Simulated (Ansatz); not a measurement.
Two isomers of CH10BNSi2: A = `CN([SiH3])B[SiH3]`, B = `NB([SiH3])C[SiH3]`.

Isolated molecules relaxed with PBE0-D4/def2-TZVP in Ansatz; ΔE leaves out vibrations. CBS: MP2 limit from def2 TZ/QZ plus the TZ coupled-cluster correction, frozen cores. DFT in def2-TZVPP. B3LYP here is the variant with VWN-RPA as its local correlation; programs differ in this. Each species was taken in one conformer, which may not be the lowest.

Task: Which is lower in electronic energy at CCSD(T)/CBS, and by how much? (An estimate is asked.)

Result: Ansatz gave: B, by 49.0 kJ/mol.

Task: Give E(B) − E(A) in kJ/mol with PBE0-D4, ωB97M-V, r2SCAN-D4, B2PLYP, MP2/def2-TZVPP, B3LYP, CCSD(T)/def2-TZVPP. (Best estimate.)

Result: Computed: PBE0-D4 -57.5, ωB97M-V -52.9, r2SCAN-D4 -57.0, B2PLYP -48.6, MP2/def2-TZVPP -49.7, B3LYP -50.3, CCSD(T)/def2-TZVPP -47.4. None reverses the order clearly.

Largest T1 diagnostic: 0.013.

In def2-TZVPP, CCSD(T) changes the Hartree–Fock value by −5.9 kJ/mol (the triples alone add −0.0 kJ/mol) and MP2 by −8.2 kJ/mol.
